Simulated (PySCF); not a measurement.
Nb(S)(OH)(NH2)2 (H5N2NbOS), SMILES [S]=[Nb]([NH2])([OH])[NH2], multiplicity 1.

Geometry: PBE-D3(BJ)/def2-SVP. The spin state was assumed, not searched. The structure was generated by enumeration; whether it is a known compound was not checked. The def2 effective core potentials stand for the cores of Nb; spin–orbit coupling is left out. Other conformers were not sampled.

Calculation: PBE-D3(BJ)/def2-SVP in PySCF 2.14.0.

Frequencies are harmonic and unscaled.

Computed harmonic wavenumbers and intensities:
```tsv
mode	ν (cm⁻¹)	IR (km/mol)	moving atoms (share of kinetic energy)
1	117	2.0	H 56 %, N 23 %, S 16 %
2	141	1.5	S 29 %, O 29 %, H 17 %, Nb 15 %, N 10 %
3	143	38.1	H 64 %, Nb 12 %, N 10 %
4	187	11.6	N 35 %, O 25 %, H 23 %, Nb 12 %
5	194	5.2	N 61 %, H 25 %, Nb 9 %
6	215	2.3	H 46 %, N 26 %, O 21 %
7	256	62.9	H 54 %, O 29 %
8	316	2.6	H 93 %
9	412	100.3	H 79 %, N 21 %
10	458	311.8	H 78 %, O 11 %, N 10 %
11	471	71.4	H 76 %, N 14 %, O 10 %
12	501	4.9	H 47 %, S 37 %, N 9 %
13	517	0.4	H 81 %, N 18 %
14	583	33.7	S 33 %, H 32 %, Nb 15 %, N 15 %
15	669	73.8	N 69 %, H 14 %, Nb 13 %
16	670	130.0	N 65 %, Nb 22 %, H 13 %
17	701	105.3	O 66 %, Nb 20 %, H 11 %
18	1443	31.9	H 89 %, N 11 %
19	1446	18.7	H 89 %, N 11 %
20	3456	90.8	H 96 %
21	3459	49.7	H 96 %
22	3558	22.4	H 92 %, N 8 %
23	3558	43.7	H 92 %, N 8 %
24	3772	198.8	H 94 %
```
